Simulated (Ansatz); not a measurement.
```yaml
crystal:
  periodic: [false, false, false]
  atoms:
    - {symbol: B, position_ang: [-1.123182, 1.599921, 0.071066]}
    - {symbol: P, position_ang: [-0.735763, -0.183485, 0.280974]}
    - {symbol: N, position_ang: [-0.075607, -0.632282, 1.829087]}
    - {symbol: Si, position_ang: [0.768622, -0.708348, -1.280492]}
    - {symbol: H, position_ang: [-1.312686, 1.927638, -1.081573]}
    - {symbol: H, position_ang: [-1.289863, 2.268471, 0.981667]}
    - {symbol: H, position_ang: [0.768853, -0.184160, 2.100525]}
    - {symbol: H, position_ang: [-0.221709, -1.549378, 2.137992]}
    - {symbol: H, position_ang: [0.215266, -0.320884, -2.632128]}
    - {symbol: H, position_ang: [0.941486, -2.207043, -1.329332]}
    - {symbol: H, position_ang: [2.096174, -0.154181, -1.083104]}
basis:
  gaussian: {orbitals: cc-pVTZ}
total_charge: -2
hamiltonian: {xc: {name: B2GP-PLYP}, pseudopotentials: {relativity: scalar}}
```

```sh
$ ansatz run in.yaml --threads 2 --pin off --events-out ev --progress --plain --max-ram 4352MiB
```

Shortened log:

```
Functional definition: B2GP-PLYP
1287 factors; integrals over basis functions are off by at most 1.1e-3 eV
mean field evaluation 1: about -19453.0691 eV, gradient 3.6e1 eV
mean field evaluation 2: about -19453.2517 eV, gradient 3.6e1 eV
mean field evaluation 4: about -19457.8660 eV, gradient 7.5e0 eV
mean field evaluation 8: about -19458.0762 eV, gradient 5.0e-1 eV
mean field evaluation 16: about -19458.0790 eV, gradient 3.0e-3 eV
mean field -19458.07895644 eV, -715.0712124895 hartree, gradient 3.7e-6 eV, S^2 0.000000; 0 other end points of the search recorded, 0 dependent functions left out; unrestricted orbitals would lower it
12 core orbitals not correlated: weight in the atoms' cores, before any rotation towards them, 1.000 or more for the frozen orbitals, at most 0.000 for the correlated occupied ones
reference -19458.07911553 eV, -715.0712183359 hartree; 13, 13 occupied and 201, 201 virtual orbitals, 1287 factors
second order -21.52050205 eV of doubles, -0.00000000 eV of singles
Total energy: -19465.82649626 eV, -715.3559293266 hartree
Relativity: scalar
```

Problem. What is wrong with this run?

Solution. The charge is far from anything that the molecule holds. Self-consistency was reached. The result belongs to that input, not to the molecule as meant.
